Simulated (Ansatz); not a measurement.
`C#C[SiH2][SiH2]C` + H₂Se → `C[SiH2][SiH2][SeH]` + acetylene  (ligand exchange at the Si–C bond)

Program: Ansatz. Geometries: PBE0-D4/def2-TZVP. ΔE: electronic, gas phase. CCSD(T)/CBS is the MP2 limit (def2-TZVPP, def2-QZVPP) plus CCSD(T) − MP2 in def2-TZVPP, frozen cores. This one scheme is used for every species. DFT in def2-TZVPP. For Se outer-core shells are correlated without core-valence functions, which leaves a few kJ/mol of doubt a bond. Scalar relativity is left out up to krypton. One conformer a species, not always the lowest.

`C#C[SiH2][SiH2]C`:

```xyz
13

C    -2.140   -0.603    2.023
C    -0.961   -0.569    1.766
Si    0.801   -0.506    1.285
Si    0.906   -0.323   -1.048
C    -0.105    1.141   -1.639
H    -3.179   -0.635    2.260
H     1.421    0.674    1.946
H     1.477   -1.733    1.780
H     0.390   -1.589   -1.639
H     2.333   -0.180   -1.456
H    -1.143    1.040   -1.315
H     0.290    2.074   -1.233
H    -0.090    1.208   -2.729
```

H₂Se:

Cartesian coordinates in Å:
```
Se 0.292 -0.378 -0.490
H -1.057 0.155 -0.271
H 0.765 0.223 0.762
```

`C[SiH2][SiH2][SeH]`:

```xyz
12

C     0.063    0.921    1.611
Si    0.303    0.981   -0.246
Si   -0.744   -0.848   -1.257
Se    0.117   -2.780   -0.371
H    -0.994    1.019    1.866
H     0.610    1.730    2.100
H     0.422   -0.031    2.008
H     1.752    0.902   -0.591
H    -0.228    2.253   -0.814
H    -2.190   -0.926   -0.915
H    -0.616   -0.837   -2.740
H     1.505   -2.385   -0.649
```

`C#C`:

Cartesian coordinates in Å:
```
C 0.411 -0.267 0.343
C -0.411 0.267 -0.343
H 1.143 -0.742 0.954
H -1.143 0.742 -0.954
```

(1) Is it downhill or uphill in electronic energy at CCSD(T)/CBS, and by how much? (Estimate.)

(2) What do these levels give: PBE-D4, r2SCAN-D4, PBE0-D4, ωB97X-V, ωB97M-V, B2PLYP, PBE, r2SCAN, PBE0, MP2/def2-TZVPP, SCS-MP2/def2-QZVPP, CCSD/CBS(def2)? (Estimate.)

Largest T1 diagnostic among the species: 0.013.

## Answers

(1) Ansatz gave: Downhill: ΔE = -7.0 kcal/mol.

(2) The calculation gave: PBE-D4 -6.7, r2SCAN-D4 -6.1, PBE0-D4 -7.0, ωB97X-V -6.2, ωB97M-V -6.5, B2PLYP -5.5, PBE -6.2, r2SCAN -6.0, PBE0 -6.7, MP2/def2-TZVPP -6.3, SCS-MP2/def2-QZVPP -6.1, CCSD/CBS(def2) -7.0 kcal/mol.

The D4 term adds −0.8 kcal/mol with B3LYP and −0.4 kcal/mol with PBE0; it sums over pairs of atoms, weighted by their polarisabilities, and B3LYP, whose exchange is more repulsive, gets the larger term.

B3LYP here is the variant with VWN-RPA as its local correlation; programs differ in this.
